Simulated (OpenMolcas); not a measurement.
# Levels of V IV by method

```json
{
  "Program": "OpenMolcas",
  "Basis": "ANO-RCC-VDZP [5s4p2d1f]",
  "Scalar Hamiltonian": "DKH2, point nucleus",
  "Active space": "2 electrons in 5 orbitals (3d)",
  "State averaging": "2S+1 = 3 even, 10 roots; 2S+1 = 1 even, 15 roots",
  "Spin-orbit coupling": "state interaction with AMFI integrals over the reference wave functions, term energies averaged over their components"
}
```

Methods on the same reference wave functions:
A. CASSCF
B. SS-CASPT2, IPEA 0.25 Eh, imaginary shift 0.1 Eh (closed shells correlated: 3s 3p)

Energies in cm-1 above 3d2 3F2, the measured ground level; measured values from Sugar and Corliss, J. Phys. Chem. Ref. Data 7, 1191 (1978).

```json
{"Level": "3d2 3F2", "A": "0.0", "B": "0.0", "Measured": "0.0"}
{"Level": "3d2 3F3", "A": "333", "B": "335", "Measured": "325"}
{"Level": "3d2 3F4", "A": "764", "B": "765", "Measured": "735"}
{"Level": "3d2 1D2", "A": "14045", "B": "11200", "Measured": "10959"}
{"Level": "3d2 3P0", "A": "16605", "B": "13960", "Measured": ""}
{"Level": "3d2 3P1", "A": "16721", "B": "14070", "Measured": "13239"}
{"Level": "3d2 3P2", "A": "16971", "B": "14320", "Measured": "13458"}
{"Level": "3d2 1G4", "A": "21605", "B": "19660", "Measured": "18391"}
{"Level": "3d2 1S0", "A": "52485", "B": "44900", "Measured": "42462"}
```

Deviations, from unrounded energies. A percentage is the sum of absolute deviations over the sum of measured energies, with the sign that they share, or ± where signs differ.

```csv
Against measurement,Levels,A,B
mean absolute deviation (cm-1),7,3300,810
fine structure of the ground term (%),2,+3.4,+3.8
other terms of the ground configuration (%),5,+23.7,+5.7
```

B lies closest to measurement on these levels. The largest miss of B in the table is 3d2 1S0, by +2400 cm-1. The ranking rests on the paired levels alone, and a cruder setting can come out closer through cancelling errors.

From A to B the spin-free energies of the other terms of 3d2 shown, above 3F, scale by factors of 0.79 to 0.91, as is usual when dynamic correlation screens the repulsion within a d or f shell.

The lowest spin-free term lies below A's lowest term by 0.208 hartree in B.

CASPT2 does not keep the components of a term degenerate, so their means are used; among the terms shown or strongly mixed into the levels shown the widest spread is 530 cm-1 (3d2 3F, B). The basis is small and was not contracted for so high a charge. Without dynamic correlation excited terms often stand tens of per cent too high (terms of higher spin than the ground term too low), and those without a measured partner can miss by more than the paired ones (holds for A). Measured partners are found by configuration, term and J. A level has none where our copy of the source lacks it or the pairing is in doubt (some pairs that miss far off the trend of their configuration count as doubtful), and it then counts in no deviation. Only configurations of the active space appear.
